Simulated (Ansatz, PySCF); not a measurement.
C4H5Br, SMILES CC=C=CBr. Atoms are numbered in the order given.

```xyz
10

C     -3.3701     0.0862    -0.3302
C     -2.2310    -0.8805    -0.2324
C     -0.9848    -0.6198    -0.5453
C      0.2540    -0.3547    -0.8552
Br     1.5014     0.3300     0.3980
H     -3.0394     1.0656    -0.7004
H     -4.1499    -0.3006    -1.0062
H     -3.8416     0.2254     0.6563
H     -2.4610    -1.8918     0.1321
H      0.6805    -0.5031    -1.8503
```

Coordinates come from a PBE0-D3(BJ)/def2-SVP optimisation.

Two levels are set side by side: PBE-D3(BJ)/def2-SVP (Ansatz, a first-principles code) and PBE0-D3(BJ)/def2-SVP (Ansatz). Each level has its own optimised geometry; the coordinates shown are those of the second. Frequencies come from the Hessian of PySCF at each geometry. Differences are taken from unrounded values.

```csv
quantity,PBE0-D3(BJ)
mean bond length (Å),1.278
bond C1–C2 (Å),1.497
bond C2–C3 (Å),1.311
bond C3–C4 (Å),1.304
bond C4–Br5 (Å),1.896
bond C1–H6 (Å),1.098
bond C1–H7 (Å),1.102
bond C1–H8 (Å),1.102
bond C2–H9 (Å),1.099
bond C4–H10 (Å),1.093
highest harmonic wavenumber (cm⁻¹),3224
mean harmonic wavenumber (cm⁻¹),1373
zero-point energy (kcal/mol),47.12
```

Task: What does PBE-D3(BJ) give, and how far is it from PBE0-D3(BJ)? (Estimate from the structure and the level; the computed values follow.)

Result: 
```csv
quantity,PBE-D3(BJ),PBE-D3(BJ) minus PBE0-D3(BJ)
mean bond length (Å),1.288,0.010
bond C1–C2 (Å),1.505,0.008
bond C2–C3 (Å),1.321,0.010
bond C3–C4 (Å),1.312,0.008
bond C4–Br5 (Å),1.918,0.022
bond C1–H6 (Å),1.106,0.008
bond C1–H7 (Å),1.111,0.009
bond C1–H8 (Å),1.111,0.009
bond C2–H9 (Å),1.108,0.009
bond C4–H10 (Å),1.101,0.008
highest harmonic wavenumber (cm⁻¹),3129,-94
mean harmonic wavenumber (cm⁻¹),1325,-48
zero-point energy (kcal/mol),45.46,-1.66
```

GGA bonds tend to be longer and softer than those of functionals with exact exchange. Differences between two approximate levels are no errors against the true value.
